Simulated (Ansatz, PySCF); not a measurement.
System: C2H6BO, charge 0, multiplicity 2. It need not be the lowest isomer of its formula. 
Geometry from a B3LYP-D3(BJ)/def2-TZVP (Ansatz, a quantum-chemistry and plane-wave program) optimisation:
```
B
O 1 1.2967
C 1 1.6023 2 119.89
H 3 1.0876 1 112.95 2 -0.35
H 3 1.0924 4 109.43 1 121.07
H 3 1.0924 4 109.40 5 117.94
C 1 1.6023 2 119.89 3 180.00
H 7 1.0876 1 112.95 2 -0.35
H 7 1.0924 8 109.43 1 121.07
H 7 1.0924 8 109.40 9 117.94
```
Charge 0, spin multiplicity 2.

Dipole moments at this geometry, in debye (magnitudes).

```tsv
level	program	dipole (D)
HF/def2-TZVPD	PySCF	…
r2SCAN/def2-TZVPD	Ansatz	2.23
TPSSh/def2-TZVPD	PySCF	2.17
r2SCAN0/def2-TZVPD	Ansatz	1.98
LC-wPBE/def2-TZVPD	Ansatz	2.00
CCSD(T)/aug-cc-pVDZ	Ansatz	…
```

Question: Fill in the missing entries.

Answer: 
- HF/def2-TZVPD, dipole (D): 1.41
- CCSD(T)/aug-cc-pVDZ, dipole (D): 1.90
